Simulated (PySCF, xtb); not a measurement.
TiI4, SMILES [I][Ti]([I])([I])[I], multiplicity 1.

xtb with GFN2-xTB at its own geometry gives an orbital gap of 1.57 eV and a dipole moment of 0.00 D.

Geometry optimised at B3LYP-D3(BJ)/def2-SVP. The spin state was assumed, not searched. The isomer is the one that the SMILES or the coordinates give; other isomers of the formula were not compared. The def2 effective core potentials stand for the cores of I; spin–orbit coupling is left out.

Q: What does PBE/def2-TZVP (PySCF) give? (The exact figures need the calculation; the answer reports its results.)

A: gap 2.31 eV (levels -6.70 and -4.39 eV), dipole 0.00 D.
